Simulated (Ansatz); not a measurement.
Consider the substitution at a C–Si bond: `O[SiH2]C[TeH]` + H₂S → `SC[TeH]` + silanol.

Isolated molecules relaxed with PBE0-D4/def2-TZVP in Ansatz; ΔE leaves out vibrations. CCSD(T)/CBS adds triple-zeta CCSD(T) − MP2 to the extrapolated MP2 energy (def2 sets, frozen cores). This one scheme is used for every species. DFT in def2-TZVPP. def2 core potentials past Kr. For Te outer-core shells are correlated without core-valence functions, which leaves a few kJ/mol of doubt a bond. One conformer a species, not always the lowest.

| level | ΔE (kJ/mol) |
| --- | --- |
| r2SCAN-D4 | 74.0 |
| MP2/def2-TZVPP | 73.9 |
| CCSD(T)/def2-TZVPP | 74.7 |
| HF/CBS(def2) | 63.1 |

Problem. What does CCSD(T)/CBS give? (An estimate is asked.)

Solution. Ansatz gave: +74.1 kJ/mol. The listed levels differ from it by -0.1, -0.2, 0.6, -11.0 kJ/mol.

Largest T1 diagnostic among the species: 0.011.

In def2-TZVPP, CCSD(T) changes the Hartree–Fock value by +11.5 kJ/mol (the triples alone add +0.6 kJ/mol) and MP2 by +10.7 kJ/mol. The D4 term adds +5.5 kJ/mol with B3LYP and +3.2 kJ/mol with PBE0; it sums over pairs of atoms, weighted by their polarisabilities, and B3LYP, whose exchange is more repulsive, gets the larger term.

B3LYP here is the variant with VWN-RPA as its local correlation; programs differ in this.
